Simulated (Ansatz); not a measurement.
[SiBr3]- (SiBr3⁻), relaxed as a singlet with RKS PBE-D4/def2-SVPD in Ansatz, starting from the GFN2-xTB geometry. Force threshold 0.02 eV/Å.

Start:

Cartesian coordinates in Å:
```
Si 0.240 0.181 0.813
Br 1.866 -0.651 -0.712
Br -0.656 1.921 -0.540
Br -1.450 -1.451 0.438
```

Problem. Estimate the energy that the relaxation releases and the steps that it takes.

Solution. 0.02 eV, in 4 steps; 5.5 s on 4 threads of Arm Neoverse V1 on a shared host. No frequencies were taken in this run, so the end may be a saddle point.

Problem. Does the start keep its bonding and symmetry?

Solution. By distances, no bond broke or formed. The bond that changes most is Si1–Br3, from 2.38 to 2.42 Å (atoms count from 1). Point group C3v at the start, C3v at the end, both within 0.05 Å.

Problem. Predict the relaxed structure.

Solution. 
```xyz
4

Si    0.241    0.181    0.821
Br    1.904   -0.661   -0.724
Br   -0.665    1.960   -0.548
Br   -1.480   -1.481    0.451
```
Bond lengths: 3 × Br–Si 2.42 Å.
